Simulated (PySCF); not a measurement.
Si(F)3(Vi), SMILES C=C[Si](F)(F)F (CAM-B3LYP/def2-SVP optimised geometry):

```
9

C     -2.087    -0.999    -2.288
C     -1.271    -1.632    -1.441
Si    -0.559    -0.764     0.000
F     -1.001    -1.406     1.397
F      1.041    -0.764     0.000
F     -1.041     0.764     0.000
H     -2.354     0.054    -2.151
H     -2.523    -1.504    -3.156
H     -1.032    -2.686    -1.618
```

Level of theory: CAM-B3LYP/def2-TZVP in PySCF 2.14.0.

Q: What are the frontier orbital energies and the dipole moment?

A: HOMO-2 -13.53 eV, HOMO-1 -11.53 eV, HOMO -10.29 eV, LUMO -0.12 eV, LUMO+1 2.04 eV; dipole moment 2.83 D.

On the same geometry PBE/def2-TZVP (PySCF) gives HOMO-2 -9.82 eV, HOMO-1 -8.57 eV, HOMO -7.76 eV, LUMO -2.29 eV, LUMO+1 0.21 eV; dipole moment 2.66 D.

Meta-Löwdin charges at CAM-B3LYP/def2-TZVP: C1 -0.17, C2 -0.42, Si3 1.66, F4 -0.49, F5 -0.49, F6 -0.49, H7 0.13, H8 0.13, H9 0.14.
